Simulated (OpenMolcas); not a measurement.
**Multiplet structure of Fe⁴⁺**

```json
{
 "Program": "OpenMolcas",
 "Method": "CASSCF",
 "Basis": "ANO-RCC-VQZP [7s6p4d3f2g1h]",
 "Scalar Hamiltonian": "DKH2, point nucleus",
 "Active space": "4 electrons in 5 orbitals (3d)",
 "State averaging": "2S+1 = 5 even, 5 roots; 2S+1 = 3 even, 45 roots; 2S+1 = 1 even, 50 roots",
 "Spin-orbit coupling": "state interaction with AMFI integrals over the reference wave functions, term energies averaged over their components"
}
```

With spin-orbit coupling, above the lowest level:

| Configuration | Term | J | E (cm⁻¹) | Measured (cm⁻¹) | g | Term weight % |
| --- | --- | --- | --- | --- | --- | --- |
| 3d⁴ | ⁵D | 0 | 0.0 | 0.0 |  | 100 |
| 3d⁴ | ⁵D | 1 | 144 | 142 | 1.501 | 100 |
| 3d⁴ | ⁵D | 2 | 425 | 417 | 1.501 | 100 |
| 3d⁴ | ⁵D | 3 | 831 | 803 | 1.501 | 100 |
| 3d⁴ | ⁵D | 4 | 1345 | 1283 | 1.501 | 100 |
| 3d⁴ | ³H | 4 | 27336 | 24932 | 0.802 | 99 |
| 3d⁴ | ³H | 5 | 27639 | 25226 | 1.035 | 99 |
| 3d⁴ | ³H | 6 | 27975 | 25528 | 1.167 | 100 |
| 3d⁴ | ³P(1) | 0 | 29277 | 24055 |  | 99 |
| 3d⁴ | ³P(1) | 1 | 30130 | 24973 | 1.500 | 100 |
| 3d⁴ | ³F(1) | 2 | 31485 | 26761 | 0.667 | 100 |
| 3d⁴ | ³F(1) | 3 | 31563 | 26842 | 1.069 | 95 |
| 3d⁴ | ³P(1) | 2 | 31635 | 26468 | 1.499 | 100 |
| 3d⁴ | ³F(1) | 4 | 31716 | 26974 | 1.240 | 95 |
| 3d⁴ | ³G | 3 | 34456 | 29817 | 0.765 | 95 |
| 3d⁴ | ³G | 4 | 34817 | 30147 | 1.058 | 95 |
| 3d⁴ | ³G | 5 | 35100 | 30430 | 1.199 | 99 |
| 3d⁴ | ¹I | 6 | 41163 | 37512 | 1.000 | 100 |
| 3d⁴ | ¹G(1) | 4 | 43472 | 36586 | 1.001 | 99 |
| 3d⁴ | ³D | 3 | 44410 | 36630 | 1.334 | 100 |
| 3d⁴ | ³D | 2 | 44525 | 36758 | 1.167 | 99 |
| 3d⁴ | ³D | 1 | 44661 | 36925 | 0.500 | 100 |
| 3d⁴ | ¹S(1) | 0 | 50397 | 39633 |  | 99 |
| 3d⁴ | ¹D(1) | 2 | 53798 | 46291 | 1.001 | 99 |
| 3d⁴ | ¹F | 3 | 61959 | 52733 | 1.001 | 99 |
| 3d⁴ | ³F(2) | 4 | 73053 | 62238 | 1.250 | 100 |
| 3d⁴ | ³F(2) | 2 | 73155 | 62321 | 0.666 | 100 |
| 3d⁴ | ³F(2) | 3 | 73172 | 62364 | 1.083 | 100 |
| 3d⁴ | ³P(2) | 2 | 73459 | 61854 | 1.500 | 100 |
| 3d⁴ | ³P(2) | 1 | 74470 | 62914 | 1.501 | 100 |
| 3d⁴ | ³P(2) | 0 | 74982 | 63420 |  | 100 |
| 3d⁴ | ¹G(2) | 4 | 82449 | 71280 | 1.001 | 100 |
| 3d⁴ | ¹D(2) | 2 | 110960 | 93832 | 1.000 | 100 |
| 3d⁴ | ¹S(2) | 0 | 143328 | 121130 |  | 100 |

Against the 33 measured excited levels shown (Corliss and Sugar, J. Phys. Chem. Ref. Data 11, 135 (1982)) the mean absolute deviation is 7000 cm-1; the largest miss in energy is 3d⁴ ¹S₀(2): computed 143328, measured 121130 cm⁻¹ (+18.3 %), and the largest in proportion 3d⁴ ¹S₀(1) (+27.2 %). Levels of one J stand in another order than measured, so their pairing by name is doubtful.

Spin-orbit coupling puts the lowest level 849 cm⁻¹ below the lowest spin-free term.

A least-squares Racah fit to the terms below 60000 cm-1, each weighted by 2L + 1 and with a free common offset, gives B = 1400 cm-1 and C = 5299 cm-1 (C/B = 3.79), with an rms deviation of 38 cm-1.

For ⁵D the intervals divided by the larger J are 144.4, 140.5, 135.0, 128.7 cm-1. Landé's interval rule makes them equal in pure LS coupling; they differ by 11 % of their mean. The multiplet is regular.

Without dynamic correlation excited terms often stand tens of per cent too high (terms of higher spin than the ground term too low), and those without a measured partner can miss by more than the paired ones. Measured partners are found by configuration, term and J. A level has none where our copy of the source lacks it or the pairing is in doubt (some pairs that miss far off the trend of their configuration count as doubtful), and it then counts in no deviation. Only configurations of the active space appear.

The term weight is that of the spin-free term in the level, not the purity of its configuration. A number in round brackets counts repeated terms of one configuration in the order of the reference energies.
